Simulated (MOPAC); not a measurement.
MOPAC input (MNDO):

```
MNDO PRECISE GNORM=0.05 LET XYZ UHF MS=0.5 GEO-OK AUX(PRECISION=9) THREADS=1
CH3Te

Te    0.25471900 1    0.08865100 1   -0.20027200 1
C    -1.38025400 1   -0.47857300 1    1.09352000 1
H    -1.02245300 1   -1.15527200 1    1.86365400 1
H    -2.10754400 1   -0.99218000 1    0.46527800 1
H    -1.83386200 1    0.40905600 1    1.52410400 1
```

Output:

```
 *******************************************************************************
 **                                                                           **
 **                              MOPAC v23.2.5                                **
 **                                                                           **
 *******************************************************************************
 ** MOPAC's Digital Object Identifier: https://doi.org/10.5281/zenodo.6511958 **
 **                                                                           **
 ** Please cite the open-source release paper for use of this MOPAC version:  **
 ** J. E. Moussa and J. J. P. Stewart (2026)                                  **
 ** MOPAC: An open-source semiempirical molecular orbital program             **
 ** J. Open Source Softw., 11(119), 8025, https://doi.org/10.21105/joss.08025 **
 *******************************************************************************

                              MNDO CALCULATION RESULTS

 *******************************************************************************
 *  MNDO       - The MNDO Hamiltonian to be used
 *  GEO-OK     - OVERRIDE INTERATOMIC DISTANCE AND OTHER SAFETY CHECKS
 *  UHF        - UNRESTRICTED HARTREE-FOCK CALCULATION
 *  MS=        - IN MECI, MAGNETIC COMPONENT OF SPIN =  0.5
 *  LET        - OVERRIDE SOME SAFETY CHECKS
 *  PRECISE    - TIGHTER CRITERIA TO BE USED
 *  XYZ        - CARTESIAN COORDINATE SYSTEM TO BE USED
 *  GNORM      - EXIT WHEN GRADIENT NORM DROPS BELOW 0.050
 *  AUX        - OUTPUT AUXILIARY INFORMATION
 *******************************************************************************
MNDO PRECISE GNORM=0.05 LET XYZ UHF MS=0.5 GEO-OK AUX(PRECISION=9) THREADS=1
 CH3Te

   ATOM   CHEMICAL          X               Y               Z
  NUMBER   SYMBOL      (ANGSTROMS)     (ANGSTROMS)     (ANGSTROMS)

     1      Te          0.25471900  *   0.08865100  *  -0.20027200  *
     2       C         -1.38025400  *  -0.47857300  *   1.09352000  *
     3       H         -1.02245300  *  -1.15527200  *   1.86365400  *
     4       H         -2.10754400  *  -0.99218000  *   0.46527800  *
     5       H         -1.83386200  *   0.40905600  *   1.52410400  *

          CARTESIAN COORDINATES

    NO.       ATOM           X           Y           Z

     1        Te          0.2547      0.0887     -0.2003
     2         C         -1.3803     -0.4786      1.0935
     3         H         -1.0225     -1.1553      1.8637
     4         H         -2.1075     -0.9922      0.4653
     5         H         -1.8339      0.4091      1.5241

  H: (MNDO): M.J.S. DEWAR, W. THIEL, J. AM. CHEM. SOC., 99, 4899, (1977)
  C: (MNDO): M.J.S. DEWAR, W. THIEL, J. AM. CHEM. SOC., 99, 4899, (1977)
 Te: (MNDO): J. J. P. STEWART, J. MOL. MOD., 10, 155-164 (2004)

           Empirical Formula: C H3 Te  =     5 atoms

      MOLECULAR POINT GROUP   :   Cs

          UHF CALCULATION, NO. OF ALPHA ELECTRONS =    7
                           NO. OF BETA  ELECTRONS =    6

          Geometry optimization using EF

          DIAGONAL MATRIX USED AS START HESSIAN

 CYCLE:     1  GRAD.:    20.659 HEAT:  17.22186
 CYCLE:     2  GRAD.:    87.374 HEAT:  20.45810
 CYCLE:     3  GRAD.:     9.254 HEAT:  16.99955
 CYCLE:     4  GRAD.:    36.934 HEAT:  17.33150
 CYCLE:     5  GRAD.:    23.409 HEAT:  17.18119
 CYCLE:     6  GRAD.:    18.925 HEAT:  17.30932
 CYCLE:     7  GRAD.:     2.251 HEAT:  16.91997
 CYCLE:     8  GRAD.:     3.155 HEAT:  16.92043
 CYCLE:     9  GRAD.:     4.717 HEAT:  16.92329
 CYCLE:    10  GRAD.:     0.493 HEAT:  16.91757
 CYCLE:    11  GRAD.:     0.233 HEAT:  16.91731
 CYCLE:    12  GRAD.:     0.422 HEAT:  16.91706
 CYCLE:    13  GRAD.:     0.219 HEAT:  16.91694
 CYCLE:    14  GRAD.:     0.064 HEAT:  16.91692
 CYCLE:    15  GRAD.:     0.011 HEAT:  16.91692

     GRADIENT =  0.01071 IS LESS THAN CUTOFF =  0.05000

 -------------------------------------------------------------------------------
 MNDO PRECISE GNORM=0.05 LET XYZ UHF MS=0.5 GEO-OK AUX(PRECISION=9) THREADS=1
 CH3Te

     GEOMETRY OPTIMISED USING EIGENVECTOR FOLLOWING (EF).
     SCF FIELD WAS ACHIEVED

                              MNDO CALCULATION
                                                       MOPAC v23.2.5 Linux

          FINAL HEAT OF FORMATION =         16.91691 KCAL/MOL =      70.78037 KJ/MOL

          COSMO AREA              =         94.85 SQUARE ANGSTROMS
          COSMO VOLUME            =         80.34 CUBIC ANGSTROMS

          GRADIENT NORM           =          0.01071          =       0.00479 PER ATOM
          IONIZATION POTENTIAL    =          9.063540 EV
          ALPHA SOMO LUMO (EV)    =         -9.495 -1.612
          BETA  SOMO LUMO (EV)    =         -9.064 -4.393
          NO. OF ALPHA ELECTRONS  =          7
          NO. OF BETA  ELECTRONS  =          6
          MOLECULAR WEIGHT        =        142.6347         POINT GROUP:  C3v

          MOLECULAR DIMENSIONS (Angstroms)

            Atom       Atom       Distance
            H     5   Te     1     2.71516
            H     3    H     4     1.81006
            H     3    H     5     1.43251

          SCF CALCULATIONS        =         16

   ATOM   CHEMICAL          X               Y               Z
  NUMBER   SYMBOL      (ANGSTROMS)     (ANGSTROMS)     (ANGSTROMS)

     1      Te          0.24906211  *   0.08639015  *  -0.19673000  *
     2       C         -1.37652615  *  -0.47697442  *   1.09009142  *
     3       H         -1.00152462  *  -1.15215934  *   1.86819289  *
     4       H         -2.09026375  *  -0.99099255  *   0.42981524  *
     5       H         -1.82129003  *   0.42467576  *   1.52701029  *

                             CARTESIAN COORDINATES

   1   Te        0.249062107     0.086390152    -0.196730005
   2    C       -1.376526150    -0.476974420     1.090091416
   3    H       -1.001524619    -1.152159340     1.868192886
   4    H       -2.090263745    -0.990992554     0.429815243
   5    H       -1.821290035     0.424675760     1.527010290

           Empirical Formula: C H3 Te  =     5 atoms

      MOLECULAR POINT GROUP   :   C3v

          ALPHA EIGENVALUES
 -36.61251 -30.15640 -15.23080 -15.13264 -11.22153 -10.21076  -9.49496  -1.61162
   3.38831   3.49610   4.81470

           BETA EIGENVALUES
 -36.09966 -30.21790 -15.16125 -15.08645 -11.45030  -9.06354  -4.39252  -1.99945
   3.32567   3.41882   4.74587

              NET ATOMIC CHARGES AND DIPOLE CONTRIBUTIONS

  ATOM NO.   TYPE          CHARGE      No. of ELECS.   s-Pop       p-Pop
    1         Te          -0.105563        6.1056     1.99051     4.11506
    2          C           0.004239        3.9958     1.23920     2.75656
    3          H           0.033552        0.9664     0.96645
    4          H           0.034334        0.9657     0.96567
    5          H           0.033439        0.9666     0.96656
 DIPOLE           X         Y         Z       TOTAL
 POINT-CHG.    -0.953    -0.334     0.739     1.252
 HYBRID        -0.325    -0.115     0.247     0.424
 SUM           -1.278    -0.450     0.986     1.675

          ATOMIC ORBITAL ELECTRON POPULATIONS

     Atom    s        px        py        pz
    1 Te   1.99051   1.24685   1.78322   1.08498
    2  C   1.23920   0.88703   0.95270   0.91683
    3  H   0.96645
    4  H   0.96567
    5  H   0.96656

                    (SZ)    =    0.500000
                    (S**2)  =    0.782010

          ATOMIC ORBITAL SPIN POPULATIONS

    Atom   Total    s     px     py     pz
         Atomic
    1 Te  1.1404 -0.001  0.337  0.167  0.637
    2  C -0.1904 -0.015 -0.100 -0.022 -0.052
    3  H  0.0120  0.012
    4  H  0.0265  0.027
    5  H  0.0114  0.011

 **********************
 *                    *
 * JOB ENDED NORMALLY *
 *                    *
 **********************

 == MOPAC DONE ==
```

The geometry given is a B3LYP-D3(BJ)/def2-TZVP minimum.
